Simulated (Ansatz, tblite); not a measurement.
Cost and result up the ladder for Ag(CO)H (CHAgO) (4 atoms). Total charge 0; singlet. Geometry: PBE0-D4/def2-TZVP.

```tsv
atom	x (Å)	y (Å)	z (Å)
Ag1	-0.244	0.825	-0.257
C2	0.315	-1.061	0.332
O3	0.621	-2.091	0.650
H4	-0.692	2.328	-0.725
```

Ansatz on 4 threads of Arm Neoverse V1 on a shared host; xTB runs through tblite on one thread. Times are rough, summed over both states, and most runs start from the orbitals of an earlier one. CCSD(T)/def2-TZVPP serves as the yardstick here, not as an exact answer. The other state is a doublet.

In the def2 sets Ag takes a core potential; there is no spin–orbit coupling. The xTB rows come from tblite. Correlated methods freeze 2 core orbitals; core or outer-core shells of Ag are correlated, in sets that lack core-valence functions.

Correlated methods converge slowly with the basis.

Raw xTB energies of ions are shifted by several eV.

```csv
level,functions,wall time
GFN1-xTB,19,0.004 s
GFN2-xTB,18,0.004 s
PBE-D4/def2-TZVP,108,1.7 s
PBE0-D4/def2-TZVP,108,1.9 s
r2SCAN-D4/def2-TZVP,108,3.4 s
CCSD(T)/def2-TZVPP,132,77 s
```

Q: Estimate what each level gives for the vertical IE (eV).

A: 
| level | vertical IE (eV) | difference from CCSD(T)/def2-TZVPP (eV) |
| --- | --- | --- |
| GFN1-xTB | 14.11 | 5.16 |
| GFN2-xTB | 14.34 | 5.40 |
| PBE-D4/def2-TZVP | 9.20 | 0.25 |
| PBE0-D4/def2-TZVP | 9.04 | 0.09 |
| r2SCAN-D4/def2-TZVP | 9.15 | 0.20 |
| CCSD(T)/def2-TZVPP | 8.95 | 0.00 |
